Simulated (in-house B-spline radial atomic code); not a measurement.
Configurations of neutral carbon, with energies counted from [He] 2s2 2p2. Level of theory: scalar-relativistic (X2C) HSE06, spin-polarised, spherical fractional occupations, exact exchange averaged over the configuration, Fermi nucleus of rms radius 2.4702 fm; calculated with an all-electron radial atomic-structure program (B-spline basis). Shells without spins written out take the highest spin.

Occupations are held fixed; configurations that lie above the ionisation limit could autoionise.

```
   configuration  E - E(ref) (eV)  highest orbital  its <r> (bohr)
[He] 2s2 2p1 3s1           7.7769            3s up           5.638
[He] 2s1 2p2 3s1           12.447            3s up           5.558
```

Task: Order these further configurations by energy, lowest first.
A. [He] 2s1 2p3
B. [He] 2s2 2p1 3d1
C. [He] 2s1 2p2 3d1

Result: A (3.9163 eV), B (9.9326 eV), C (14.659 eV).
